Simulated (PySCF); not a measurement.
**Telling isomers of C5H4O2 apart by NMR**

PySCF 2.14 calculation with geometry: PBE0-D3(BJ)/def2-SVP, σ from GIAO-PBE0/pcSseg-1 and B3LYP/pcJ-1 coupling constants (spin–dipole term left out of most H,H and C,H couplings); isolated molecule, one conformer, relativity neglected, equivalent nuclei averaged.

Shifts are taken against calculated references (same method and geometry level): TMS for ¹H (31.27 ppm) and ¹³C (184.41 ppm). Multiplet labels drop J under 1 Hz and among equivalent protons, and merge close values. Unscaled 3J(H,H) run several per cent high. Shifts are as computed. Against solution values, carbons near 30 ppm lie about +2 ppm off and those near 130 ppm about +5 ppm. Of 1211 compounds with measured shifts, 218 miss one by over three times the rms of a fit or turn the order of signals round; such compounds aren't used in these exercises.

(1) Tabulate the signals of `C=C1C=C1OC=O`, `O=Cc1ccoc1` and their relative energies.

(2) What is the quickest way to tell C=C1C=C1OC=O from O=Cc1ccoc1?

## Answers

(1) 
```tsv
SMILES	carbon types	δC	δH	E rel. (kcal/mol)
C=C1C=C1OC=O	2×C 2×CH 1×CH2	159.3, 146.8, 121.5, 112.7, 62.2	7.91 (s, 1H), 6.77 (dd, 1H), 3.88 (t, 1H), 3.81 (dd, 1H)	57.7
O=Cc1ccoc1	1×C 4×CH	187.3, 150.8, 147.4, 131.6, 116.1	9.97 (s, 1H), 8.17 (d, 1H), 7.39 (dd, 1H), 6.81 (d, 1H)	0.0
```

Energies are electronic energies at PBE0/pcSseg-1 on these geometries, without zero-point or thermal terms, each for the one conformer computed, which needn't be the lowest.

(2) Both give the same number of carbon signals, but DEPT or the intensities differ. The first has a terminal =CH2 carbon at 62.2 ppm, the second an aldehyde carbonyl carbon (CH) at 187.3 ppm. Their most deshielded carbons lie at 159.3 and 187.3 ppm. In the proton spectra the most deshielded non-exchanging signals are 7.91 (s, 1H) and 9.97 (s, 1H).
